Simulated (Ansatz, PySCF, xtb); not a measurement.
Pulling on the Al1–H2 bond in CH5AlO (SMILES C[O][AlH2]) (multiplicity 1 held, fragments rigid). Energies count from the point at 1.571 Å.
Geometry at that point (charge 0, multiplicity 1):
```xyz
8

Al    -0.484     0.898     0.626
H     -0.453     1.218     2.164
H     -1.221     1.773    -0.463
O      0.340    -0.492     0.134
C      0.562    -1.131    -1.101
H      0.088    -0.601    -1.935
H      1.635    -1.194    -1.299
H      0.162    -2.148    -1.070
```

Restricted levels (R-, RO-) in cc, def2 and unpolarised 6-31G sets keep to the state of the molecule at rest. U- levels take the lowest unrestricted solution at each point, which mixes spins at long bonds. Active spaces are followed from a long bond inwards. Left out are points that failed, MP2 points in a non-variational dive below the minimum, coupled-cluster points behind a sign of a changed root (a jump of the amplitudes, or a one-step jump against full CI or MRCI), small-basis points behind a change of solution, and semi-empirical points at long bonds. Levels need not reach the same state.

Correlated levels freeze the cores. Rows in 6-31G* carry no dispersion term and start afresh at each structure (6-31G* with six Cartesian d functions).

Run with Ansatz (a first-principles code) with Gaussian orbitals; PySCF for 6-31G* rows; xtb for the GFN methods.  The GFN methods have no spin term and hold the electronic entropy of 300 K.

Energies in eV.

```csv
R (Å),GFN2-xTB,U-PBE/cc-pV(T+d)Z,R-BP86/6-31G*,R-MP2/cc-pV(T+d)Z,U-CCSD(T)/cc-pV(T+d)Z,"FIC-MRCISD+Q on CASSCF(2,2)/cc-pV(T+d)Z"
1.257,0.83,1.13,1.21,1.09,1.11,1.10
1.414,0.08,0.24,0.27,0.21,0.22,0.22
1.571,0.00,0.00,0.00,0.00,0.00,0.00
1.728,0.17,0.11,0.10,0.15,0.14,0.14
1.885,0.44,0.40,0.38,0.50,0.46,0.46
2.121,0.92,0.98,0.97,1.17,1.08,1.09
2.357,1.44,1.60,1.59,1.88,1.73,1.73
2.749,2.30,2.53,2.52,2.97,2.67,2.64
3.142,3.06,3.17,3.27,3.84,3.31,3.25
3.614,3.77,3.48,3.92,4.59,3.70,3.62
4.242,4.30,3.58,4.45,5.14,3.81,3.79
5.028,4.54,3.60,left out,5.27,3.83,3.83
```

Doubts at one or more of the structures used: a spin-contaminated determinant (U-PBE/cc-pV(T+d)Z, U-CCSD(T)/cc-pV(T+d)Z); a restricted determinant that unrestricted orbitals would lower (R-BP86/6-31G*, R-MP2/cc-pV(T+d)Z); T1 above 0.05 (U-CCSD(T)/cc-pV(T+d)Z).
